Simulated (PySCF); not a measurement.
Job file and geometry (Å, from GFN2-xTB) of an NMR shielding run on SMILES CB(C)NC(C)=O, C$_{4}$H$_{10}$BNO, GIAO PBE0/pcSseg-1 NMR shielding, non-relativistic, gas phase in PySCF 2.14.0, density-fitted response routines; density fitting, a coarse starting grid and PySCF grid level 2 are the driver's defaults:

```
{"job": {"kind": "nmr", "xc": "PBE0", "basis": "pcSseg-1"}, "charge": 0, "multiplicity": 1}
C      1.632608    -1.623062    -0.552147
B      0.962965    -0.309033     0.029101
C      1.762027     0.806514     0.795512
N     -0.441970    -0.185499    -0.186149
C     -1.294347     0.831397     0.186113
C     -2.730525     0.591534    -0.239716
O     -0.945822     1.812984     0.792780
H      2.701857    -1.678056    -0.371389
H      1.183774    -2.516566    -0.119593
H      1.481294    -1.696391    -1.628577
H      1.358883     0.950378     1.796284
H      2.824944     0.597900     0.885187
H      1.645195     1.771683     0.306241
H     -0.904914    -0.934567    -0.684682
H     -3.331499     1.462785     0.003301
H     -2.782386     0.403251    -1.310080
H     -3.129083    -0.273221     0.287906
```

**Question.** What does the program print?

**Answer.** 
```
coarse grid: 13784 points
cycle   1  E = -312.7178952635  dE =  8.382e-01  |g| = 9.128e-01  |ddm| = 3.471e+00
cycle   2  E = -312.3003248062  dE =  4.176e-01  |g| = 1.727e+00  |ddm| = 2.407e+00
cycle   3  E = -312.8792948078  dE = -5.790e-01  |g| = 2.645e-01  |ddm| = 1.854e+00
cycle   4  E = -312.8943627565  dE = -1.507e-02  |g| = 5.801e-02  |ddm| = 2.293e-01
cycle   5  E = -312.8949726030  dE = -6.098e-04  |g| = 2.044e-02  |ddm| = 4.592e-02
cycle   6  E = -312.8950584744  dE = -8.587e-05  |g| = 4.357e-03  |ddm| = 1.442e-02
cycle   7  E = -312.8950621617  dE = -3.687e-06  |g| = 1.108e-03  |ddm| = 3.295e-03
final grid: 131960 points
cycle   8  E = -312.9412149093  dE = -2.328e-05  |g| = 1.356e-02  |ddm| = 2.726e-02
cycle   9  E = -312.9411401338  dE =  7.478e-05  |g| = 2.409e-02  |ddm| = 2.641e-02
cycle  10  E = -312.9412508300  dE = -1.107e-04  |g| = 3.186e-03  |ddm| = 1.860e-02
cycle  11  E = -312.9412529657  dE = -2.136e-06  |g| = 1.395e-04  |ddm| = 2.353e-03
cycle  12  E = -312.9412529692  dE = -3.490e-09  |g| = 8.720e-05  |ddm| = 2.676e-04
cycle  13  E = -312.9412529710  dE = -1.845e-09  |g| = 1.606e-05  |ddm| = 8.503e-05
cycle  14  E = -312.9412529711  dE = -5.923e-11  |g| = 4.006e-06  |ddm| = 1.755e-05
converged SCF energy = -312.9412529711

GIAO shielding tensors (ppm)
atom      isotropic    diamagn.    paramagn.     s11        s22        s33       span
  0 C      179.080     254.157     -75.076    170.106    172.298    194.837     24.731
  1 B       47.180     192.314    -145.134    -18.611     45.079    115.073    133.684
  2 C      177.012     252.906     -75.895    167.124    180.327    183.585     16.461
  3 N       85.439     330.374    -244.935    -60.391    153.066    163.642    224.033
  4 C       11.975     245.805    -233.830    -87.352     32.628     90.648    178.001
  5 C      159.232     251.664     -92.432    130.084    154.032    193.581     63.497
  6 O     -166.139     402.840    -568.980   -558.862   -266.220    326.664    885.526
  7 H       31.010      30.882       0.128     26.755     29.693     36.582      9.826
  8 H       31.364      31.657      -0.293     27.260     29.798     37.034      9.774
  9 H       31.365      31.676      -0.311     27.256     29.818     37.022      9.766
 10 H       30.518      31.910      -1.392     25.952     29.576     36.025     10.072
 11 H       30.993      30.970       0.023     26.675     29.918     36.386      9.711
 12 H       30.475      31.952      -1.477     25.864     29.612     35.949     10.086
 13 H       25.334      37.303     -11.969     21.044     24.260     30.697      9.653
 14 H       29.851      27.594       2.257     26.036     28.207     35.311      9.275
 15 H       29.709      29.709      -0.000     26.193     29.368     33.565      7.372
 16 H       29.537      29.293       0.244     26.298     28.811     33.502      7.204
```

Size and cost of the density-fitted run: 169 basis functions, 30 s wall time on 1 thread of an Arm Neoverse V1, shared host.
